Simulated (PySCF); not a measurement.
This script is equivalent to a calculation on Cl³⁺ (chlorine, charge +3).

```python
from pyscf import gto, scf, dft, mp, cc
import basis_set_exchange as bse
mol = gto.M(atom="Cl 0 0 0", charge=3, spin=2, symmetry="D2h",
            basis=gto.basis.parse(bse.get_basis("aug-cc-pV(5+d)Z", elements=["Cl"], fmt="nwchem")))
mf = dft.UKS(mol, xc="PBE")
mf.irrep_nelec = {'Ag': (3, 3), 'B1u': (2, 1), 'B2u': (2, 1), 'B3u': (1, 1)}
mf.kernel()
```

What total energy does it give?

-457.165 hartree (calculated).

Which occupied shell lies highest, and where?

3p α, at -46.273 eV.

What is ⟨S²⟩, and what would a pure spin state give?

2.003, against 2.00.
